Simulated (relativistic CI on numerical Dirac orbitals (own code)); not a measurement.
# Hyperfine structure of Os48+, mass number 187

Calculated at this level of theory: Dirac-Coulomb-Breit CI, orbitals from a KLI potential per configuration, model QED (radiative potential, 1s self-energy scaled to tabulated hydrogen-like ionisation energies), unscaled Slater integrals (own radial code, finite nucleus).

CI space (outside the closed core [Ne]): 3s2 3p6 3d10, 3s2 3p6 3d9 4s, 3s2 3p6 3d9 4p, 3s2 3p6 3d9 4d, 3s2 3p5 3d10 4s, 3s2 3p6 3d9 4f, 3s2 3p5 3d10 4p, 3s2 3p6 3d8 4s2, 3s2 3p5 3d10 4d, 3s2 3p6 3d8 4s 4p, 3s 3p6 3d10 4s, 3s2 3p6 3d9 5s, 3s2 3p5 3d10 4f, 3s2 3p6 3d8 4p2, 3s2 3p6 3d8 4s 4d, 3s2 3p6 3d9 5p. Levels of other configurations are missing.

Nuclear spin I = 1/2, μ = 0.06442 μN (tables of Stone and Pyykkö). The electronic factors are computed for point nuclear moments, without core polarisation or the Bohr-Weisskopf and QED corrections.

```csv
Level,E (eV),A (MHz)
3s2 3p6 3d9 4s 3D_3,1678.34,48080
3s2 3p6 3d9 4s 1D_2,1680.30,-37280
3s2 3p6 3d9 4s 3D_1,1754.12,-48410
3s2 3p6 3d9 4s 3D_2,1755.36,75580
3s2 3p6 3d9 4p 3P°_2,1779.77,-7806
3s2 3p6 3d9 4p 3F°_2,1855.50,31250
3s2 3p6 3d9 4p 3F°_4,1898.22,6764
3s2 3p6 3d9 4p 1P°_1,1901.46,2355
```

Levels with J = 0, under 50 % of one LS term, or S terms without an open s electron are left out. Small factors come from cancelling terms and can be off by tens of per cent or more.

At this charge energies of transitions that change n are usually good to better than 1 %, and those within a shell (Δn = 0) to a few per cent.

Question: Give the hyperfine levels of 3s2 3p6 3d9 4s 3D_3 relative to its centre of gravity.

Answer: With K = F(F + 1) − I(I + 1) − J(J + 1), E = AK/2: F = 5/2: -96170, F = 7/2: 72130 MHz.

LS names give the leading component of a level, which can be under half, so a name can repeat, a term be missing and a line seem to break the LS rules.
